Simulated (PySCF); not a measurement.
C2H4BF2N. Atoms are numbered in the order given.

```xyz
10

C      1.7929    -0.4484     0.5847
C      0.7701     0.2429     0.0770
F      0.9914     1.4740    -0.4085
B     -0.7208    -0.2521    -0.0593
N     -1.2425    -1.2778     0.7274
F     -1.5018     0.3323    -0.9730
H      2.8025    -0.0307     0.6151
H      1.6379    -1.4597     0.9634
H     -0.7344    -1.7140     1.4829
H     -2.1887    -1.6145     0.6058
```
Charge 0, spin multiplicity 1.

The structure is a stationary point at PBE0-D3(BJ)/def2-SVP. The structure was generated by enumeration, and PubChem lists no compound with its InChIKey, so it may never have been made. The values are those of a single conformer.

All values below come from PySCF with KT2/pcSseg-1.

GIAO shieldings, no solvent; atoms listed in one row are averaged. δ = σ(ref) − σ: ¹³C against TMS (σ = 185.1 ppm); ¹⁹F against CFCl3 (σ = 127.1 ppm); ¹¹B against BF3 (σ = 89.8 ppm); ¹⁵N against NH3 (σ = 266.2 ppm); ¹H against TMS (σ = 31.47 ppm), references at their B3LYP-D3(BJ)/def2-TZVP geometries, non-relativistic.

```csv
nucleus,atoms,count,δ (ppm)
¹³C,C2,1,167.7
¹³C,C1,1,102.6
¹⁹F,F3,1,-130.5
¹⁹F,F6,1,-156.8
¹¹B,B4,1,12.0
¹⁵N,N5,1,77.9
¹H,H7,1,5.43
¹H,H8,1,5.02
¹H,H9,1,3.26
¹H,H10,1,3.16
```
